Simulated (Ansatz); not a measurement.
Cost and result for the atomization energy of CH₇BN₂Si, SMILES `BN[SiH]1CN1` (12 atoms, 12 bonds).

```tsv
atom	x (Å)	y (Å)	z (Å)
B1	1.289	0.760	1.962
N2	1.041	0.369	0.641
Si3	-0.453	-0.241	0.026
C4	-1.103	0.039	-1.655
N5	-0.367	-1.238	-1.346
H6	2.368	1.181	2.265
H7	0.408	0.664	2.768
H8	1.796	0.451	-0.027
H9	-1.368	-0.483	1.157
H10	-0.622	0.654	-2.413
H11	-2.180	-0.040	-1.807
H12	-0.807	-2.115	-1.572
```

The species carries charge 0 and has multiplicity 1. The geometry is a stationary point of PBE0-D4/def2-TZVP. It is one conformer, not always the lowest. Program: Ansatz. All runs use 4 threads of an Arm Neoverse V1 on a shared host. Times are those of one run each, without the atoms' runs, and a repeat can differ threefold. Electronic energies, without spin–orbit coupling; frozen cores. CCSD(T)/CBS adds CCSD(T) − MP2 in def2-TZVPP to the MP2 limit, and its time is that of the two runs behind it. T1 = 0.013. B3LYP takes the VWN-RPA correlation (the form of Gaussian; ORCA's B3LYP/G).

CCSD(T)/CBS is a level of theory with its own doubt, some kJ/mol a heavy atom from the limit and from the frozen cores, so smaller differences don't rank the functionals.

```tsv
level	functions	wall time	atomization (kJ/mol)	difference from CCSD(T)/CBS	per bond
PBE-D4/def2-TZVPP (with forces)	264	2.8 s	4471.0	100.1	8.3
PBE0-D4/def2-TZVPP	264	3.2 s	4392.5	21.6	1.8
B3LYP-D4/def2-TZVPP (with forces)	264	5.5 s	4405.4	34.5	2.9
B2PLYP/def2-TZVPP	264	5.5 s	4345.9	-25.0	-2.1
r2SCAN-D4/def2-TZVPP (with forces)	264	5.5 s	4383.0	12.1	1.0
ωB97X-V/def2-TZVPP	264	8.5 s	4410.7	39.8	3.3
ωB97M-V/def2-TZVPP (with forces)	264	12 s	4412.2	41.3	3.4
MP2/def2-QZVPP	508	33 s	4383.6	12.7	1.1
CCSD(T)/def2-TZVPP	264	2.8 min	4241.2	-129.7	-10.8
CCSD(T)/CBS(def2)	–	3.3 min	4370.9	0.0	0.0
```

From PBE to PBE0 (25 % exact exchange), in def2-TZVPP and without D4, the atomization energy moves by −74.8 kJ/mol: exact exchange takes away binding that semilocal exchange gives to molecules. In def2-TZVPP, CCSD(T) changes the Hartree–Fock value by +1119.7 kJ/mol (the triples alone add +65.6 kJ/mol) and MP2 by +1184.2 kJ/mol; breaking electron pairs costs correlation energy, which Hartree–Fock lacks. The D4 term adds +37.5 kJ/mol with B3LYP and +19.6 kJ/mol with PBE0; it sums over pairs of atoms, weighted by their polarisabilities, and B3LYP, whose exchange is more repulsive, gets the larger term.
